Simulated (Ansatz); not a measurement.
Stepwise reaction of `C=C[SiH](F)C=C` with methanol, as a gas-phase model of exchange steps in deposition or etching. ΔE in kJ/mol.

Isolated molecules relaxed with PBE0-D4/def2-TZVP in Ansatz; ΔE leaves out vibrations. CBS: MP2 limit from def2 TZ/QZ plus the TZ coupled-cluster correction, frozen cores. This one scheme is used for every species. DFT in def2-TZVPP. B3LYP here is the variant with VWN-RPA as its local correlation; programs differ in this. Each species was taken in one conformer, which may not be the lowest.

| step | reaction | PBE-D4 | B3LYP-D4 | ωB97M-V | CCSD(T)/CBS |
| --- | --- | --- | --- | --- | --- |
| 1 | `C=C[SiH](F)C=C` + CH₃OH → `C=C[SiH](F)OC` + `C=C` | -96.6 | -109.5 | -107.9 | -107.3 |

Q: Give the row of step 2, `C=C[SiH](F)OC` + CH₃OH → `CO[SiH](F)OC` + `C=C`. (An estimate is asked.)

A: The calculation gave: 
```csv
step,reaction,PBE-D4,B3LYP-D4,ωB97M-V,CCSD(T)/CBS
2,`C=C[SiH](F)OC` + CH₃OH → `CO[SiH](F)OC` + `C=C`,-101.9,-114.9,-113.8,-113.7
```

Q: By hand: ΔE of the 2 steps together at CCSD(T)/CBS.

A: (-107.3) + (-113.7) = -221.0 kJ/mol, or -110.5 kJ/mol a step.

In ΔE each step is lower than the one before. All are downhill at CCSD(T)/CBS. PBE-D4 differs from CCSD(T)/CBS by 10.7 to 11.8 kJ/mol a step. Only this route is followed, and other bonds may react first. Isolated molecules leave out the surface, adducts and barriers. Largest T1 diagnostic: 0.012.
